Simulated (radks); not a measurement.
Results of a calculation; reference values are marked as such.
Q: Mean orbital radii <r> (bohr) of neutral krypton, [Kr], of relativity; Dirac values are averaged over j with weights 2j + 1. Spin-unpolarised spherical Kohn-Sham, PBE, point nucleus unless stated (finite: rms radius 4.1884 fm), a radial shooting solver on a logarithmic mesh with Libxc functionals. A level marked "c x" has the speed of light scaled by that factor and shares open shells by 2j + 1; other Dirac levels either fill j = l - 1/2 first or share by 2j + 1.

| shell | non-rel. |
|---|---|
| 1s | 0.04245 |
| 2s | 0.1878 |
| 2p | 0.1619 |
| 3s | 0.5415 |
| 3p | 0.5453 |
| 3d | 0.5538 |
| 4s | 1.603 |
| 4p | 1.952 |

Give the values at the level "Dirac, 2j+1 shares, finite nucleus".

A: 
shell  Dirac, 2j+1 shares, finite nucleus  change of magnitude (%)
1s                                0.04149                    -2.28
2s                                 0.1832                    -2.43
2p                                 0.1600                    -1.16
3s                                 0.5302                    -2.09
3p                                 0.5404                    -0.90
3d                                 0.5559                    +0.38
4s                                  1.572                    -1.92
4p                                  1.946                    -0.31
